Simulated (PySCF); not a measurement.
Geometry (Å), atoms numbered from 1 in this order:
```xyz
15

C    -2.0589    1.2013    0.5358
N    -0.8563    0.8475    0.5175
C    -0.4039   -0.3244   -0.0650
C    -0.9408   -1.5146    0.1960
C     0.8441   -0.1395   -0.8850
C     1.9945    0.3142    0.0089
F     3.1238    0.5299   -0.7445
H    -2.8698    0.6627    0.0381
H    -2.3186    2.1064    1.0660
H    -0.5005   -2.4240   -0.1703
H    -1.8086   -1.6113    0.8255
H     0.6773    0.6261   -1.6472
H     1.1086   -1.0746   -1.3796
H     2.2493   -0.4494    0.7505
H     1.7553    1.2577    0.5070
```

One averaged value for each set of equivalent atoms, single conformer, gas phase, relativity neglected. Geometry: GFN2-xTB; σ from GIAO-PBE0/pcSseg-1; PySCF 2.14.0 with density-fitted response routines.

δ = σ(ref) − σ, references computed at the same level: $^{13}$C (186.93 ppm) and $^{1}$H (31.72 ppm) vs TMS; $^{15}$N (267.73 ppm) vs NH3; $^{19}$F (170.95 ppm) vs CFCl3.

```json
{"atoms": "C6", "nucleus": "$^{13}$C", "count": "1", "δ (ppm)": "87.9"}
{"atoms": "N2", "nucleus": "$^{15}$N", "count": "1", "δ (ppm)": "409.1"}
{"atoms": "C5", "nucleus": "$^{13}$C", "count": "1", "δ (ppm)": "43.1"}
{"atoms": "C3", "nucleus": "$^{13}$C", "count": "1", "δ (ppm)": "163.7"}
{"atoms": "H9", "nucleus": "$^{1}$H", "count": "1", "δ (ppm)": "?"}
{"atoms": "H11", "nucleus": "$^{1}$H", "count": "1", "δ (ppm)": "4.35"}
{"atoms": "C1", "nucleus": "$^{13}$C", "count": "1", "δ (ppm)": "150.6"}
{"atoms": "F7", "nucleus": "$^{19}$F", "count": "1", "δ (ppm)": "-244.2"}
{"atoms": "H12/H13", "nucleus": "$^{1}$H", "count": "2", "δ (ppm)": "?"}
{"atoms": "C4", "nucleus": "$^{13}$C", "count": "1", "δ (ppm)": "98.8"}
{"atoms": "H8", "nucleus": "$^{1}$H", "count": "1", "δ (ppm)": "7.67"}
{"atoms": "H10", "nucleus": "$^{1}$H", "count": "1", "δ (ppm)": "?"}
{"atoms": "H14/H15", "nucleus": "$^{1}$H", "count": "2", "δ (ppm)": "?"}
```

Q: Fill in the missing shifts.

A: 
- H9: 6.99 ppm, hydrogen on a C=N carbon
- H14/H15: 5.16 ppm, hydrogen on an sp3 CH2 bonded to F; its carbon carries F, which withdraws density
- H10: 4.34 ppm, hydrogen on a terminal =CH2 carbon; a vinylic proton, deshielded by the sp2 carbon and the C=C anisotropy
- H12/H13: 2.67 ppm, hydrogen on an allylic sp3 CH2; allylic position

Shifts are as computed. Against solution values, carbons near 30 ppm lie about +3 ppm off and those near 130 ppm about +5 ppm. Of 1211 compounds with measured shifts, 218 miss one by over three times the rms of a fit or turn the order of signals round; such compounds aren't used in these exercises. Unscaled 19F shifts against computed CFCl3 carry errors that often reach 10 to 50 ppm. Experimental scales use liquid or dissolved standards, which lie at an offset from isolated NH3 (liquid NH3: subtract about 20 ppm). Unscaled 15N shifts of sp2 nitrogen come out 20 to 40 ppm too high even then.
